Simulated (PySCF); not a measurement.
## A search over the determinants of Rb₂

Unrestricted PBE0; PySCF, scalar-relativistic core potentials, basis sets Rb def2-TZVPP with ECP28. Outer shells of the fragments: Rb 5s1; Rb 5s1.

Followed along the bond (rough minima from three points):

```
2Ms+1  unpaired  ⟨S²⟩ at the start  R at minimum (Å)  Te (eV)
    1      none               0.00              4.30     0.00
    3  σ ↑, π ↑               2.00              4.28     1.10
    1  σ ↑, π ↓               1.00              4.43     1.37
    3      σ ↑↑               2.00  none in the scan   ≤ 0.43
```

Solutions found at the starting distance of 4.120 Å, counted from the lowest of them; the search is not exhaustive and high or unbound solutions are not listed, so other states can lie among these:

| 2Ms+1 | unpaired | term | E (eV) | ⟨S²⟩ | ⟨Lz²⟩ |
| --- | --- | --- | --- | --- | --- |
| 1 | none | ¹Σ⁺ | 0.00 | 0.00 | 0.00 |
| 3 | σ ↑↑ | ³Σ⁺ | 0.64 | 2.00 | 0.00 |
| 3 | σ ↑, π ↑ | ³Π | 1.10 | 2.00 | 1.01 |
| 1 | σ ↑, π ↓ | mixed | 1.38 | 1.00 | 1.01 |
| 3 | σ ↑, δ ↑ | ³Δ | 2.21 | 2.00 | 4.00 |
| 1 | σ ↑, δ ↓ | mixed | 2.26 | 1.00 | 4.00 |

A term symbol is given only where ⟨S²⟩ and ⟨Lz²⟩ are close to those of a pure state; real π, δ and φ orbitals otherwise mix terms, and g/u labels are left off.

Counting both spins, an empty level lies below a filled one in some of these solutions, because spin and occupation are held.
